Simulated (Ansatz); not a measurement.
C5H10O2, triplet, geometry from GFN2-xTB (a higher spin typed on purpose: for a closed-shell molecule this is an excited state); Ansatz (a quantum-chemistry and plane-wave program) with B3LYP/def2-SVP.

Here is a job for Ansatz.
Ansatz 0.2 input:
```yaml
crystal:
  periodic: [false, false, false]
  atoms:
    - {symbol: C, position_ang: [-0.73625456, 0.18031274, 1.50162581]}
    - {symbol: C, position_ang: [-0.60520756, 0.18405462, -0.00498451]}
    - {symbol: C, position_ang: [-1.56034575, -0.77288188, -0.68318510]}
    - {symbol: C, position_ang: [-0.64173758, 1.56773273, -0.61747268]}
    - {symbol: C, position_ang: [0.96848711, -0.34934101, -0.39686554]}
    - {symbol: O, position_ang: [1.84217162, 0.55662477, 0.13610481]}
    - {symbol: O, position_ang: [1.02552288, -1.59639469, -0.19987370]}
    - {symbol: H, position_ang: [-0.06594003, 0.90706390, 1.95627426]}
    - {symbol: H, position_ang: [-1.75933852, 0.43698540, 1.78035443]}
    - {symbol: H, position_ang: [-0.51929729, -0.80943847, 1.89963957]}
    - {symbol: H, position_ang: [-2.57965495, -0.40056188, -0.57585168]}
    - {symbol: H, position_ang: [-1.49643221, -1.76237632, -0.23958998]}
    - {symbol: H, position_ang: [-1.33473584, -0.85712739, -1.74327402]}
    - {symbol: H, position_ang: [0.11509125, 2.21377824, -0.18104230]}
    - {symbol: H, position_ang: [-0.48193302, 1.52016241, -1.69168375]}
    - {symbol: H, position_ang: [-1.62417773, 2.00495061, -0.43322171]}
    - {symbol: H, position_ang: [2.25521264, 0.20545970, 0.94383816]}
basis:
  gaussian:
    orbitals: def2-SVP
hamiltonian:
  xc: b3lyp
magnetization: {spin_polarized: true, initial_magnetization: 2}
scf: {lower_state_search: light}
```

It wrote (shortened):

```
Functional definition: B3LYP
1656 factors; their error is unknown
mean field evaluation 1: about -9420.2500 eV, gradient 5.0e1 eV
mean field evaluation 2: about -9415.8449 eV, gradient 5.9e1 eV
mean field evaluation 4: about -9431.6617 eV, gradient 3.4e0 eV
mean field evaluation 8: about -9431.7189 eV, gradient 2.8e-1 eV
mean field evaluation 16: about -9431.7015 eV, gradient 2.8e-3 eV
mean field -9431.70150403 eV, -346.6086372362 hartree, gradient 4.6e-5 eV, S^2 2.006473; 0 other end points of the search recorded, 0 dependent functions left out
reference -9431.70175396 eV, -346.6086464208 hartree; 29, 27 occupied and 119, 121 virtual orbitals, 1656 factors
Total energy: -9431.70175396 eV, -346.6086464208 hartree
```
